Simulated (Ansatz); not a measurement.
Consider the redistribution: `[OH][Al]([OH])[OH]` + `N[CH2][GeH2][NH2]` → `N[CH2][Al]([OH])[OH]` + `[NH2][GeH2][OH]`.

Calculated with Ansatz (gas phase, PBE0-D4/def2-TZVP geometries, no zero-point term in ΔE). CBS: MP2 limit from def2 TZ/QZ plus the TZ coupled-cluster correction, frozen cores. Functionals use def2-TZVPP. B3LYP here is the variant with VWN-RPA as its local correlation; programs differ in this. For Ge outer-core shells are correlated without core-valence functions, which leaves a few kJ/mol of doubt a bond. Scalar relativity is left out up to krypton. One conformer a species, not always the lowest.

Is it downhill or uphill in electronic energy at CCSD(T)/CBS, and by how much? (An estimate is asked.)

The calculation gave: Uphill: ΔE = +24.7 kcal/mol.

What do these levels give: B3LYP-D4, ωB97M-V, B2PLYP, PBE, r2SCAN, B3LYP, HF/def2-TZVPP, SCS-MP2/def2-TZVPP, CCSD/def2-TZVPP, CCSD(T)/def2-TZVPP, MP2/def2-QZVPP, HF/CBS(def2)? (Best estimate.)

Ansatz gave: B3LYP-D4 23.6, ωB97M-V 23.2, B2PLYP 24.0, PBE 21.8, r2SCAN 23.4, B3LYP 23.3, HF/def2-TZVPP 24.3, SCS-MP2/def2-TZVPP 24.8, CCSD/def2-TZVPP 25.0, CCSD(T)/def2-TZVPP 24.6, MP2/def2-QZVPP 25.4, HF/CBS(def2) 24.0 kcal/mol.

Largest T1 diagnostic among the species: 0.012.

From PBE to PBE0 (25 % exact exchange), in def2-TZVPP and without D4, ΔE moves by +1.0 kcal/mol.
